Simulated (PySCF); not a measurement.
Predicted microwave data (PBE0-D3(BJ)/def2-SVP geometry optimisation, gas phase in PySCF) for one isomer of C7H12N2O:

| Property | Result |
| --- | --- |
| Rotational constants | A = 3397, B = 503.2, C = 485.4 MHz |
| Dipole components | \|μa\| = 2.76 D, \|μb\| = 0.04 D, \|μc\| = 3.27 D |
| Inertial defect | -112.00 u·Å² |
| κ | -0.99 |

Question: Which candidate fits, each taken in the one conformer that was computed?
A. `[CH2:1]=[N:2]/[C:3]([CH3:4])=[CH:5]\[CH2:6][NH:7][C:8]([CH3:9])=[O:10]` with C1–N2–C3–C4 -6°, C3–C5–C6–N7 124°, C5–C6–N7–C8 112°, C6–N7–C8–C9 180°
B. `[CH3:1][CH:2]([CH3:3])[C@H:4]([C:5]#[N:6])[CH2:7][NH:8][CH:9]=[O:10]` with C1–C2–C4–C5 63°, C2–C4–C7–N8 -60°, C4–C7–N8–C9 108°, C7–N8–C9–O10 -2°

Answer: A. It is C=N/C(C)=C\CNC(C)=O, a near-prolate asymmetric top, point group C1. The candidates at the same level (rigid rotor, commonest isotopes):

```tsv
SMILES	A (MHz)	B (MHz)	C (MHz)	μa (D)	μb (D)	μc (D)	Δ (u·Å²)	point group	rotor
C=N/C(C)=C\CNC(C)=O	3397	503.2	485.4	2.76	0.04	3.27	-112.00	C1	near-prolate asymmetric top
CC(C)[C@H](C#N)CNC=O	1910	877.7	746.8	2.20	0.12	4.55	-163.75	C1	asymmetric top
```

`CC(C)[C@H](C#N)CNC=O` has B 74 % too high. No structure here is proved a minimum.
